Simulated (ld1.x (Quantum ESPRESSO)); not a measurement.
# Logarithmic derivatives: Se (Z = 34), RRKJ

ld1.x (Quantum ESPRESSO) 7.5 input, shortened:

```
&input
   title='Se', zed=34., rel=0, dft='PZ', iswitch=3,
   config='[Ar] 3d10 4s2 4p2 4d-2'
 /
 &inputp
   pseudotype=2, tm=.false., lloc=-2, rcloc=1.45,
   nlcc=.false.
 /
3
4S  1  0   2.00   0.00  1.30  1.30  0.0
4P  2  1   2.00   0.00  1.55  1.55  0.0
4D  3  2  -2.00   0.05  1.50  1.50  0.0
 &test
   configts(1)='4s2 4p2'
 /
```

The phase is arctan(r·u′/u) with u = r·R(r), unwrapped; energies in Ry, scanned from -5 to 5 Ry. A pole is an energy at which the radial function vanishes at the test radius. The pseudo phase is shifted by a multiple of π to meet the all-electron one at the reference energy, and phase errors are pseudo minus all-electron; the curves can meet again beyond the range given. Levels narrower than the energy grid can be missing from the lists of poles.

```csv
channel,radius (bohr),reference energy (Ry),"poles, all-electron","poles, pseudo",unbroken range about the reference energy with phases within 0.05 rad,phase error 1 Ry above the reference energy (rad)
s,1.70,-2.73,1.76,1.01,below 1.3,-0.006
p,1.70,-1.89,3.50,2.86,below 4.0,-0.007
d,1.70,0.05,none,none,-4.3 to 1.3,-0.036
```

Phases in the p channel:

```tsv
E (Ry)	all-electron	pseudo
-5.00	1.159	1.153
-4.48	1.106	1.100
-3.96	1.032	1.026
-3.44	0.923	0.918
-2.92	0.751	0.748
-2.40	0.464	0.462
-1.88	0.008	0.008
-1.36	-0.512	-0.515
-0.84	-0.891	-0.899
-0.32	-1.118	-1.130
0.20	-1.258	-1.272
0.72	-1.350	-1.367
1.24	-1.415	-1.435
1.76	-1.464	-1.487
2.28	-1.503	-1.530
2.80	-1.535	-1.567
3.32	-1.562	-1.601
3.84	-1.587	-1.633
4.36	-1.609	-1.667
4.88	-1.629	-1.704
```
